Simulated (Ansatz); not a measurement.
`[Cl][GeH2][Br]` + BH₃ → `[BH2][GeH2][Br]` + HCl  (formal exchange of groups at a Ge–Cl bond)

Gas-phase electronic energies from Ansatz, PBE0-D4/def2-TZVP geometries. CCSD(T)/CBS is the MP2 limit (def2-TZVPP, def2-QZVPP) plus CCSD(T) − MP2 in def2-TZVPP, frozen cores. This one scheme is used for every species. Functionals use def2-TZVPP. For Br, Ge outer-core shells are correlated without core-valence functions, which leaves a few kJ/mol of doubt a bond. Scalar relativity is left out up to krypton.

| level | ΔE (kcal/mol) |
| --- | --- |
| PBE-D4 | 15.7 |
| ωB97X-V | 18.1 |
| CCSD(T)/def2-TZVPP | 16.9 |
| CCSD/CBS(def2) | 16.9 |

Question: What does CCSD(T)/CBS give? (Best estimate.)

Answer: Computed: +16.8 kcal/mol. The listed levels differ from it by -1.1, 1.3, 0.1, 0.1 kcal/mol.

Question: What do rigid-rotor, harmonic-oscillator terms from PBE0-D4/def2-TZVP frequencies (298.15 K, 1 bar) make of the CCSD(T)/CBS value? (An estimate is asked.)

Answer: Ansatz gave: ΔZPE = -0.8 kcal/mol, ΔH = +16.3 kcal/mol, ΔS = 11 J/(mol·K), ΔG = +15.5 kcal/mol.

Largest T1 diagnostic among the species: 0.010.

From BLYP to BHLYP (50 % exact exchange), in def2-TZVPP and without D4, ΔE moves by +1.9 kcal/mol. At CCSD(T), def2-SVP lies +0.9 kcal/mol from the extrapolated value and def2-TZVPP +0.1 kcal/mol.
